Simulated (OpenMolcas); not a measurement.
Ti2+ (d2) in a complex was computed by SS-CASPT2, IPEA 0.25 Eh, imaginary shift 0.1 Eh with the d shell active (OpenMolcas, ANO-RCC-VDZP on the metal). Its lowest spin-free states, and all those of the highest spin:

```tsv
2S+1	Degeneracy	E (cm-1)
3	1	0
3	3	2120
3	3	4290
1	2	7830
1	3	9390
3	3	11750
1	1	13720
1	3	15110
1	2	15780
1	3	16400
1	1	30700
```

Question: Is the site octahedral, tetrahedral or cube-like, axial, or of lower symmetry?

Answer: The states with 2S+1 = 3 have orbital degeneracies 1, 3, 3, 3. Threefold states need a cubic site. For d2 at this spin an octahedron puts the threefold T1 below the threefold T2 and a tetrahedron or cube puts the single A2 below the threefold T2, so the site is a tetrahedron or a cube, which this pattern cannot tell apart. The first gap at this spin, 2120 cm-1, is |10Dq| in ligand-field theory. The run had Ti2+ with 4 ligands (bromide) in tetrahedral coordination (Td) at 2.64 Å. A charge of +0.5 e stands 3.2 Å behind each ligand. Ligand basis ANO-RCC-VDZP.

Roots that are degenerate in the reference are averaged as groups; the widest CASPT2 spread within a group is 280 cm-1 (the 3-fold group of multiplicity 3 near 2120 cm-1 above the lowest state of its run). Shifts and gaps below about the spread of the groups concerned are not significant. Over all roots computed the reference weight is 0.75 to 0.77; a low but even weight reflects the number of correlated electrons. Ligand-to-metal charge-transfer states are missing. These CASPT2 states fit no ligand-field parameters well, so their order and spin gaps are uncertain. With no ligand orbital active B as a rule stays too high, so bands that hang on it stand too high and its fall with covalency is understated. With one d shell and no ligand orbital active, 10Dq can be off by tens of per cent for divalent 3d ions, low with halides held by bare charges and at times high in hosts. Free-ion shares, where given, are those of the reference states; single-state CASPT2 does not remix them. No measured value stands beside these numbers; the geometry is a model, was not optimised and need not be the one that this ion takes.
